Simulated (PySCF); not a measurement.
C2H10N2Si2, SMILES C1[SiH2]CN[Si@@H]1N. The structure is a stationary point at PBE-D3(BJ)/def2-SVP. The structure was generated by enumeration; whether it is a known compound was not checked. The values are those of a single conformer.

Task: Give the equilibrium geometry at PBE-D3(BJ)/def2-SVP (PySCF confirms it by a frequency run) as a Z-matrix. (The exact figures need the calculation; the answer reports its results.)

Result: Several could match; the one computed here: 
```
Si
N 1 1.7382
H 2 1.0220 1 119.76
H 2 1.0225 3 111.53 1 -148.88
N 1 1.7500 2 108.16 3 155.28
H 5 1.0233 1 120.47 2 -54.56
C 5 1.4607 6 115.79 1 164.89
H 7 1.1131 5 111.51 6 46.96
H 7 1.1188 8 106.33 5 125.17
H 1 1.5121 2 102.88 3 30.91
C 1 1.9074 10 109.61 2 129.53
H 11 1.1084 1 111.86 10 -105.48
H 11 1.1107 12 107.50 1 -120.27
Si 11 1.8932 12 113.13 13 -122.48
H 14 1.5073 11 110.70 12 -28.80
H 14 1.5076 15 108.44 7 123.24
```
Charge 0, spin multiplicity 1.
